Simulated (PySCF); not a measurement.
# How far are cheaper levels from CCSD(T)/CBS for CBr?

PySCF; the state is a doublet (π ↑). The composite is CCSD(T) extrapolated to the basis-set limit from two correlation-consistent sets, with core-valence (CV) and scalar-relativistic (SR) terms as its label shows; it has no spin–orbit coupling and nothing beyond (T). Here it is CCSD(T)/CBS(TQ)+CV. It gives Re = 1.813 Å, ωe = 736 cm⁻¹ and De = 3.56 eV to C + Br.

```csv
level,basis,relativity,Re (Å),ωe (cm⁻¹),De (eV)
UHF-CCSD(T),pcseg-1,no relativity,1.859,689,3.00
UHF-CCSD(T),def2-TZVPP,no relativity,1.824,734,3.41
PBE,def2-SVP,no relativity,1.834,723,4.12
PBE,def2-TZVPPD,no relativity,1.831,716,4.13
BLYP,def2-TZVPPD,no relativity,1.851,679,3.81
r²SCAN,def2-SVP,no relativity,1.828,731,3.73
r²SCAN,"6-31G(d,p)",no relativity,1.848,709,3.69
PBE0,pcseg-1,no relativity,1.834,726,3.56
HSE06,def2-SVP,no relativity,1.819,749,3.69
ωB97X,def2-TZVPPD,no relativity,1.806,762,3.49
```

**Question.** Give the difference of each row from the composite.

**Answer.** 

```tsv
level	basis	ΔRe (pm)	Δωe (%)	ΔDe (eV)
UHF-CCSD(T)	pcseg-1	+4.6	-6.4	-0.56
UHF-CCSD(T)	def2-TZVPP	+1.1	-0.3	-0.15
PBE	def2-SVP	+2.1	-1.8	+0.56
PBE	def2-TZVPPD	+1.8	-2.7	+0.57
BLYP	def2-TZVPPD	+3.8	-7.7	+0.25
r²SCAN	def2-SVP	+1.5	-0.7	+0.17
r²SCAN	6-31G(d,p)	+3.5	-3.7	+0.13
PBE0	pcseg-1	+2.1	-1.4	+0.00
HSE06	def2-SVP	+0.6	+1.8	+0.13
ωB97X	def2-TZVPPD	-0.7	+3.5	-0.07
```

**Question.** Which rows come closest in De?

**Answer.** PBE0 in pcseg-1 (+0.00 eV), counted from the composite.

Correlated steps freeze 10 core orbitals. Correlated levels converge slowly with the basis: in double zeta they bind strong bonds too weakly, by up to about 1 eV, and carry superposition errors of some tenths. Spin–orbit coupling is left out. The state is the lowest determinant that a PBE0 search found; another state may lie lower at other levels.
